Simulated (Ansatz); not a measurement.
The same path of ClHS$_{2}$Si (5 atoms, charge 0, multiplicity 1) was run twice with different band settings. Lost on the way: Si2–H5. Made: S3–H5.

Level of theory: RKS B3LYP-D4/def2-SVP (Ansatz 0.2.0).

Relaxed end points:

```xyz
5
Properties=species:S:1:pos:R:3
Cl 1.355 -0.133 1.692
Si 0.012 0.258 0.186
S -1.250 -1.288 -0.493
S 0.411 -0.455 -1.758
H -0.528 1.618 0.374
```

```xyz
5
Properties=species:S:1:pos:R:3
Cl 1.680 -0.905 1.706
Si 1.004 0.696 0.481
S -1.263 -0.272 -0.145
S 0.416 -0.391 -1.432
H -1.837 0.873 -0.611
```

Common settings: spring 5.0 eV/Å²; optimiser quadratic models (default); start path through a guess of the saddle point; force threshold 0.05 eV/Å; end points relaxed.

| run | movable images | climbing image | iteration limit |
| --- | --- | --- | --- |
| 1 | 9 | yes | 53 |
| 2 | 3 | no | 60 |

Task: What does each run give, and how far can it be trusted?

Result: Run 1: converged after 7 iterations, highest image 1.723 eV above the first end. A vibrational analysis at the climbing image gives one clearly imaginary mode, 767i cm⁻¹: a first-order saddle point.
Run 2: converged after 7 iterations, highest image 1.644 eV above the first end. No image climbed, so the highest image needn't sit at the top of the path. So few images can step over the top or miss a turn of the path.
The orbitals stay closed-shell, which can raise the energy where a bond breaks towards radicals; this wasn't checked here.
